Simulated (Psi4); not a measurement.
## An input for CH3FZn (SMILES [CH3][Zn][F])

The species is CH3FZn (6 atoms), meant as a singlet with charge 0. SMILES: `[CH3][Zn][F]`. Geometry: optimised at PBE0/def2-TZVP.

```
atom    x (Å)    y (Å)    z (Å)
   C   0.4374  -0.4060   0.3608
  Zn  -0.7050   0.6892  -0.7133
   F  -1.7549   1.6944  -1.6964
   H  -0.0218  -1.3809   0.5330
   H   1.3970  -0.5578  -0.1363
   H   0.6186   0.0674   1.3273
```

Settings wanted:

```yaml
task: energy
method: CCSD(T)
basis_set: def2-TZVPP
reference: RHF
solvent_model: none
integrals: df
fitting_correlation: density fitting
integral_approximation: program's default
core_potential: none
frozen_core_orbitals: 7
symmetry: c1
threads: 2
cc_type: df
```

Q: Write the Psi4 1.11 input and the command.

A: One that was run (others would do as well):

job.in:
```
memory 3.3 GB

molecule m {
  0 1
  C      0.437379    -0.406033     0.360782
  Zn    -0.705036     0.689201    -0.713286
  F     -1.754869     1.694366    -1.696413
  H     -0.021847    -1.380943     0.532971
  H      1.397024    -0.557763    -0.136262
  H      0.618643     0.067367     1.327266
  symmetry c1
}

set {
  basis           def2-TZVPP
  reference       rhf
  scf_type        df
  num_frozen_docc 7
  cc_type         df
}

e_tot, wfn = energy("ccsd(t)", return_wfn=True)
print_variables()
```

```bash
$ psi4 -n 2 job.in job.out
```

Calculated total energy: -1918.18103 Eh.
